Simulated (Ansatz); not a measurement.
Mulliken charges of `NB1N[SiH]1F` from ωB97M-V/def2-TZVPP in Ansatz (PBE0-D4/def2-TZVP geometry).

| atom | x (Å) | y (Å) | z (Å) | charge (e) |
| --- | --- | --- | --- | --- |
| N1 | 0.911 | 0.489 | -1.541 | -0.252 |
| B2 | 0.242 | 0.169 | -0.365 | 0.139 |
| N3 | 0.057 | -0.980 | 0.447 | -0.314 |
| Si4 | -0.851 | 0.271 | 1.196 | 0.418 |
| F5 | -2.445 | 0.106 | 1.213 | -0.315 |
| H6 | 1.439 | -0.178 | -2.079 | 0.123 |
| H7 | 0.890 | 1.411 | -1.936 | 0.147 |
| H8 | 0.360 | -1.942 | 0.449 | 0.097 |
| H9 | -0.514 | 0.608 | 2.598 | -0.043 |

Question: By hand: the dipole of these point charges (1 e Å = 4.8032 D).

Answer: Σ q r = (0.565, 0.259, -0.293) e Å, of length 0.687 e Å = 3.30 D.

Question: How does the dipole of the full density compare? (An estimate is asked.)

Answer: Computed: (0.489, -0.111, -0.315) e Å, 2.84 D; the point charges give 1.16 times that, at 33° from its direction.

Point charges leave out the atoms' own dipoles, such as those of lone pairs, and Mulliken's split depends on the basis, so the two needn't agree.
